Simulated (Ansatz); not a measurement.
Abstraction of Br: CHBr2Cl + BCl2 → CHBrCl + BBrCl2

Species: CHBr2Cl (chlorodibromomethane) `ClC(Br)Br`, singlet; BCl2 `Cl[B]Cl`, doublet; CHBrCl `Cl[CH]Br`, doublet; BBrCl2 (bromodichloroborane) `ClB(Cl)Br`, singlet. A radical takes Br: the energy is the difference in strength between the C–Br bond broken and the B–Br bond made.

Shapes, held fixed at every level: PBE0-D4/def2-TZVP. Programs: Ansatz 0.2.0. The zero-point and thermal change to 298 K, harmonic and unscaled (PBE0-D4/def2-TZVP), is -2.4 kJ/mol.

Q: Estimate ΔH(298 K) of this reaction.

A: The highest level, CCSD(T)/def2-TZVPP, gives ΔH(298 K) = -169.5 kJ/mol; the levels span -198.6 to -167.7. The column of differences is taken from that level and isn't an error. No measured value is set beside it here. Open shells run unrestricted. Relativity is left out for Br. Outer-core shells of Br are correlated, in sets that cover them unevenly.

```tsv
level	kind	ΔH(298 K) (kJ/mol)	less CCSD(T)/def2-TZVPP
MP2/def2-SVP	perturbation theory	-178.4	-8.9
HF/def2-SVP	Hartree–Fock	-198.6	-29.1
HF/def2-TZVPP	Hartree–Fock	-183.5	-14.0
PBE-D4/def2-TZVPP	GGA	-167.7	+1.8
wB97M-V/def2-TZVPP	range-separated hybrid	-177.6	-8.1
CCSD(T)/def2-SVP	coupled cluster or CI	-184.2	-14.7
CCSD(T)/def2-TZVPP	coupled cluster or CI	-169.5	0.0
```
